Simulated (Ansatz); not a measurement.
Geometry optimisation of n-GeSiSiH8 (Si2GeH8).

```yaml
crystal:
  periodic: [false, false, false]
  atoms:
    - {symbol: Ge, position_ang: [1.785320, -0.718860, 0.155450]}
    - {symbol: Si, position_ang: [0.029910, 0.451060, -0.861330]}
    - {symbol: Si, position_ang: [-1.893560, 0.442080, 0.433500]}
    - {symbol: H, position_ang: [1.553100, -2.194950, 0.311700]}
    - {symbol: H, position_ang: [2.095340, -0.290280, 1.562130]}
    - {symbol: H, position_ang: [3.134030, -0.667340, -0.504680]}
    - {symbol: H, position_ang: [0.511970, 1.811260, -1.139090]}
    - {symbol: H, position_ang: [-0.180540, -0.147570, -2.186950]}
    - {symbol: H, position_ang: [-3.110350, 0.377210, -0.378690]}
    - {symbol: H, position_ang: [-2.001980, 1.644400, 1.263860]}
    - {symbol: H, position_ang: [-1.923240, -0.707000, 1.344090]}
basis:
  gaussian: {orbitals: def2-SVP}
hamiltonian: {xc: pbe, dispersion: d4}
scf: {omitted_lower_state_checks: [starts]}
output: {orbitals: {seedname: orbitals}}
relax: {f_tol: 0.02, max_steps: 100}
```

```sh
$ ansatz run in.yaml --threads 2 --pin off --events-out ev --progress --plain --max-ram 4352MiB
```

Shortened log:

```
Functional definition: PBE
mean field -72373.81365150 eV, -2659.6885949597 hartree, gradient 5.0e-5 eV, S^2 0.000000; 0 other end points of the search recorded, 0 dependent functions left out
relax step   1: F+E_penalty+E_count = -72374.05170309 eV  Δ(F+E_penalty+E_count) = +0.000e0 eV  max|allowed force component| = 9.177e-1 eV/Å  Δτ_max = 0.0000 Å  (22 SCF iters, accepted)
mean field -72374.04735734 eV, -2659.6971834910 hartree, gradient 1.2e-5 eV, S^2 0.000000; 0 other end points of the search recorded, 0 dependent functions left out
relax step   2: F+E_penalty+E_count = -72374.28572246 eV  Δ(F+E_penalty+E_count) = -2.340e-1 eV  max|allowed force component| = 1.856e-1 eV/Å  Δτ_max = 0.1385 Å  (26 SCF iters, accepted)
mean field -72374.06249535 eV, -2659.6977398024 hartree, gradient 8.5e-6 eV, S^2 0.000000; 0 other end points of the search recorded, 0 dependent functions left out
relax step   3: F+E_penalty+E_count = -72374.29838384 eV  Δ(F+E_penalty+E_count) = -1.266e-2 eV  max|allowed force component| = 5.957e-2 eV/Å  Δτ_max = 0.0685 Å  (26 SCF iters, accepted)
mean field -72374.06334489 eV, -2659.6977710225 hartree, gradient 8.5e-6 eV, S^2 0.000000; 0 other end points of the search recorded, 0 dependent functions left out
relax step   4: F+E_penalty+E_count = -72374.29981161 eV  Δ(F+E_penalty+E_count) = -1.428e-3 eV  max|allowed force component| = 1.704e-2 eV/Å  Δτ_max = 0.0202 Å  (27 SCF iters, accepted)
mean field -72374.06391196 eV, -2659.6977918621 hartree, gradient 8.5e-6 eV, S^2 0.000000; 0 other end points of the search recorded, 0 dependent functions left out
relax step   5: F+E_penalty+E_count = -72374.30059246 eV  Δ(F+E_penalty+E_count) = -7.809e-4 eV  max|allowed force component| = 1.603e-2 eV/Å  Δτ_max = 0.0150 Å  (27 SCF iters, accepted)
mean field -72374.06629127 eV, -2659.6978793002 hartree, gradient 1.1e-5 eV, S^2 0.000000; 0 other end points of the search recorded, 0 dependent functions left out
relax step   6: F+E_penalty+E_count = -72374.30399876 eV  Δ(F+E_penalty+E_count) = -3.406e-3 eV  max|allowed force component| = 9.442e-2 eV/Å  Δτ_max = 0.1160 Å  (25 SCF iters, accepted)
mean field -72374.06881573 eV, -2659.6979720724 hartree, gradient 9.2e-6 eV, S^2 0.000000; 0 other end points of the search recorded, 0 dependent functions left out
relax step   7: F+E_penalty+E_count = -72374.30652881 eV  Δ(F+E_penalty+E_count) = -2.530e-3 eV  max|allowed force component| = 1.058e-1 eV/Å  Δτ_max = 0.0585 Å  (25 SCF iters, accepted)
mean field -72374.07239239 eV, -2659.6981035123 hartree, gradient 1.2e-5 eV, S^2 0.000000; 0 other end points of the search recorded, 0 dependent functions left out
relax step   8: F+E_penalty+E_count = -72374.31023290 eV  Δ(F+E_penalty+E_count) = -3.704e-3 eV  max|allowed force component| = 1.687e-1 eV/Å  Δτ_max = 0.1477 Å  (25 SCF iters, accepted)
mean field -72374.07592979 eV, -2659.6982335092 hartree, gradient 8.8e-6 eV, S^2 0.000000; 0 other end points of the search recorded, 0 dependent functions left out
relax step   9: F+E_penalty+E_count = -72374.31325539 eV  Δ(F+E_penalty+E_count) = -3.022e-3 eV  max|allowed force component| = 1.393e-1 eV/Å  Δτ_max = 0.0393 Å  (26 SCF iters, accepted)
mean field -72374.08210846 eV, -2659.6984605709 hartree, gradient 9.3e-6 eV, S^2 0.000000; 0 other end points of the search recorded, 0 dependent functions left out
relax step  10: F+E_penalty+E_count = -72374.31953309 eV  Δ(F+E_penalty+E_count) = -6.278e-3 eV  max|allowed force component| = 1.242e-2 eV/Å  Δτ_max = 0.0878 Å  (25 SCF iters, accepted)
mean field -72374.08439394 eV, -2659.6985445609 hartree, gradient 1.1e-5 eV, S^2 0.000000; 0 other end points of the search recorded, 0 dependent functions left out
relax step  11: F+E_penalty+E_count = -72374.32183028 eV  Δ(F+E_penalty+E_count) = -2.297e-3 eV  max|allowed force component| = 5.213e-2 eV/Å  Δτ_max = 0.1181 Å  (25 SCF iters, accepted)
mean field -72374.08501064 eV, -2659.6985672241 hartree, gradient 9.4e-6 eV, S^2 0.000000; 0 other end points of the search recorded, 0 dependent functions left out
relax step  12: F+E_penalty+E_count = -72374.32194524 eV  Δ(F+E_penalty+E_count) = -1.150e-4 eV  max|allowed force component| = 9.884e-2 eV/Å  Δτ_max = 0.1000 Å  (25 SCF iters, accepted)
mean field -72374.08606966 eV, -2659.6986061424 hartree, gradient 8.3e-6 eV, S^2 0.000000; 0 other end points of the search recorded, 0 dependent functions left out
relax step  13: F+E_penalty+E_count = -72374.32320578 eV  Δ(F+E_penalty+E_count) = -1.261e-3 eV  max|allowed force component| = 4.616e-2 eV/Å  Δτ_max = 0.0182 Å  (27 SCF iters, accepted)
mean field -72374.08659767 eV, -2659.6986255464 hartree, gradient 8.3e-6 eV, S^2 0.000000; 0 other end points of the search recorded, 0 dependent functions left out
relax step  14: F+E_penalty+E_count = -72374.32376466 eV  Δ(F+E_penalty+E_count) = -5.589e-4 eV  max|allowed force component| = 2.213e-3 eV/Å  Δτ_max = 0.0244 Å  (26 SCF iters, accepted)
mean field -72374.08659767 eV, -2659.6986255464 hartree, gradient 8.2e-6 eV, S^2 0.000000; 0 other end points of the search recorded, 0 dependent functions left out
Total energy: -72374.32380674 eV, -2659.7073428191 hartree
Atom 0 at     1.850267    -0.651958     0.251431 Å, force     0.001533    -0.000242    -0.000098 eV/Å
Atom 1 at     0.031159     0.359893    -0.933169 Å, force    -0.000081     0.000295     0.000838 eV/Å
Atom 2 at    -1.891122     0.396305     0.421168 Å, force     0.000636     0.000015     0.000955 eV/Å
Atom 3 at     1.526391    -2.138487     0.558354 Å, force    -0.001581     0.000988     0.001149 eV/Å
Atom 4 at     2.085082     0.080373     1.599621 Å, force     0.001735     0.002213    -0.000672 eV/Å
Atom 5 at     3.164035    -0.595301    -0.573033 Å, force    -0.001140    -0.001668     0.000100 eV/Å
Atom 6 at     0.405363     1.767328    -1.322964 Å, force    -0.000153     0.000130    -0.000355 eV/Å
Atom 7 at    -0.240357    -0.419803    -2.194549 Å, force    -0.000085     0.000458     0.000078 eV/Å
Atom 8 at    -3.069606     0.981560    -0.310997 Å, force     0.000238     0.000668     0.000502 eV/Å
Atom 9 at    -1.624564     1.224238     1.650538 Å, force    -0.000548    -0.002213    -0.000622 eV/Å
Atom 10 at    -2.236647    -1.004139     0.853589 Å, force    -0.000553    -0.000644    -0.001877 eV/Å
Dipole moment:    -0.000695     0.005682    -0.015111 e Å
Checks for a lower state left out: starts
```

It took 29 s on 2 threads of Intel Xeon Platinum 8488C on a shared host.

Another isomer (singlet) lies 0.12 eV lower at PBE0-D4/def2-TZVP; other spin states weren't run for this one.
